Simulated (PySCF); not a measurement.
A PySCF run on CuH

State: ³Σ⁺ (triplet), unpaired electrons σ ↑↑, a second solution, started from another occupation.

An equivalent input (the run itself took its basis sets from the Basis Set Exchange, started from a PBE0 density and held the occupation σ 5α 3β, πx 2α 2β, πy 2α 2β, δx 1α 1β, δy 1α 1β):

```python
from pyscf import gto, dft
mol = gto.M(atom='Cu 0 0 0; H 0 0 1.464', basis={'Cu': 'cc-pVDZ-PP', 'H': 'cc-pVDZ'}, ecp={'Cu': 'cc-pVDZ-PP'},
            charge=0, spin=2, verbose=4, symmetry='C2v')
mf = dft.UKS(mol, xc='PBE0')
mf.grids.atom_grid = (80, 434)
mf.grids.prune = dft.gen_grid.treutler_prune
mf.irrep_nelec = {'A1': (6, 4), 'A2': (1, 1), 'B1': (2, 2), 'B2': (2, 2)}
mf.conv_tol = 1e-9
mf.max_cycle = 60
mf.diis_space = 10
mf.kernel()
```

The log (some set-up lines and the per-cycle HOMO/LUMO lines removed):

```
******** <class 'pyscf.dft.uks_symm.SymAdaptedUKS'> ********
method = SymAdaptedUKS
damping factor = 0
level_shift factor = 0
DIIS = <class 'pyscf.scf.diis.CDIIS'>
diis_start_cycle = 1
diis_space = 10
diis_damp = 0
SCF conv_tol = 1e-09
SCF conv_tol_grad = None
SCF max_cycles = 60
number electrons alpha = 11  beta = 9
Set gradient conv threshold to 3.16228e-05
init E= -197.739775102397
cycle= 1 E= -197.741145992346  delta_E= -0.00137  |g|= 0.00195  |ddm|= 0.0158
cycle= 2 E= -197.74114343815  delta_E= 2.55e-06  |g|= 0.00471  |ddm|= 0.00521
cycle= 3 E= -197.741147051515  delta_E= -3.61e-06  |g|= 0.000303  |ddm|= 0.00382
cycle= 4 E= -197.741147083412  delta_E= -3.19e-08  |g|= 8.95e-05  |ddm|= 0.000641
cycle= 5 E= -197.741147087978  delta_E= -4.57e-09  |g|= 5.32e-05  |ddm|= 0.000226
cycle= 6 E= -197.741147088977  delta_E= -9.99e-10  |g|= 4.11e-06  |ddm|= 0.000109
Extra cycle  E= -197.741147088981  delta_E= -3.69e-12  |g|= 1e-05  |ddm|= 1.62e-05
converged SCF energy = -197.741147088981  <S^2> = 2.0026019  2S+1 = 3.0017341
```

Repeating this along the bond gives Re = 1.555 Å and ωe = 1693 cm⁻¹.

A point of this curve took 0.86 CPU seconds beside 0.17 for the integrals, on Arm Neoverse N1 (shared host).
